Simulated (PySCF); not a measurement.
germane (H₄Ge), SMILES [GeH4]. Atoms are numbered in the order given.

```xyz
5

Ge     0.0000     0.0000     0.0000
H      0.8867    -0.8867    -0.8867
H     -0.8867    -0.8867     0.8867
H     -0.8867     0.8867    -0.8867
H      0.8867     0.8867     0.8867
```
Charge 0, spin multiplicity 1.

Geometry optimised at B3LYP-D3(BJ)/def2-TZVP.

The numbers are results of PBE0/pcSseg-1 (PySCF), not measurements.

GIAO shieldings, no solvent; atoms alike by connectivity are averaged. δ = σ(ref) − σ: ¹H against TMS (σ = 31.56 ppm), references at their B3LYP-D3(BJ)/def2-TZVP geometries, non-relativistic.

```tsv
nucleus	atoms	count	δ (ppm)
¹H	H2, H3, H4, H5	4	3.88
```
